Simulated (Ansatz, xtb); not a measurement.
**ClFGeH3Sn: where a starting geometry ends**

The starting geometry of this gas-phase doublet was built from a drawn formula by distance geometry and a force field; its bonds are those of `[F][SnH2][GeH][Cl]`.

```yaml
atoms:
  - { symbol: Cl, position_ang: [0.8893, 0.4565, -2.8689] }
  - { symbol: F, position_ang: [1.9803, -0.8200, 1.2007] }
  - { symbol: Ge, position_ang: [-0.0909, 1.2497, -1.0757] }
  - { symbol: Sn, position_ang: [0.0959, -0.4757, 0.7992] }
  - { symbol: H, position_ang: [-0.6945, -2.0067, 0.3747] }
  - { symbol: H, position_ang: [-0.6414, 0.1685, 2.2664] }
  - { symbol: H, position_ang: [0.6375, 2.5579, -0.6749] }
```

Predict what becomes of its bonds when it is optimised with r2SCAN-D4/def2-SVP.

It keeps its bonds, and is `[F][SnH2][GeH][Cl]`.

The energy falls by 0.10 eV over 14 steps:

```tsv
step	E − E(last) (eV)
1	0.102
2	0.071
4	0.009
5	0.007
7	0.004
8	0.002
10	0.001
11	0.000
13	0.000
14	0.000
```

Final geometry (Å):

```xyz
7

Cl    0.5800    0.3978   -2.8708
F     1.9048   -0.7022    1.3743
Ge   -0.0695    1.3737   -1.0282
Sn    0.0388   -0.4745    0.8449
H    -0.4476   -2.0009    0.2397
H    -0.7562   -0.0132    2.2938
H     0.9257    2.5494   -0.8322
```

From the same start GFN2-xTB ends elsewhere, differing in F2–Ge3 (1.89 against 3.74 Å here), F2–Sn4 (2.76 against 1.95 Å here).

The end wasn't checked by frequencies. Open shells are spin-unrestricted. Atoms past krypton carry core potentials, without spin–orbit terms. Run with Ansatz 0.2.0, 2.4 min on 2 threads of Arm Neoverse V2 (shared host).
